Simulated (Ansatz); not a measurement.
`F[Si](F)(Cl)[S][GeH2][Cl]`. Total charge 0; spin multiplicity 1. The structure was optimised at the PBE0-D4/def2-TZVP level. It is one conformer, not always the lowest.

```xyz
9

F     0.358   -0.944   -1.631
Si   -0.095    0.565   -1.515
F     0.620    1.371   -2.665
Cl   -2.081    0.643   -1.843
S     0.508    1.390    0.315
Ge    0.367   -0.419    1.611
Cl   -1.649   -1.151    1.630
H     1.258   -1.543    1.086
H     0.714    0.088    3.012
```

What is the dipole moment at B3LYP/def2-TZVPP? (Estimate.)

Ansatz gave: 2.17 D, with components (1.22, -0.13, 1.78) D in this frame, pointing from negative to positive charge.

And with PBE, r2SCAN, ωB97M-V? (An estimate is asked.)

Ansatz gave: PBE 2.05 D, r2SCAN 2.13 D, ωB97M-V 2.19 D.

Give the Mulliken charges with B3LYP, r2SCAN, PBE in def2-TZVPP. (Best estimate.)

Ansatz gave: 
```
atom  B3LYP  r2SCAN    PBE
  F1  -0.28   -0.28  -0.24
 Si2   0.83    0.84   0.70
  F3  -0.28   -0.28  -0.23
 Cl4  -0.18   -0.18  -0.16
  S5  -0.31   -0.33  -0.28
 Ge6   0.40    0.43   0.38
 Cl7  -0.27   -0.28  -0.25
  H8   0.05    0.04   0.04
  H9   0.04    0.03   0.04
```

B3LYP here is the variant with VWN-RPA as its local correlation; programs differ in this.
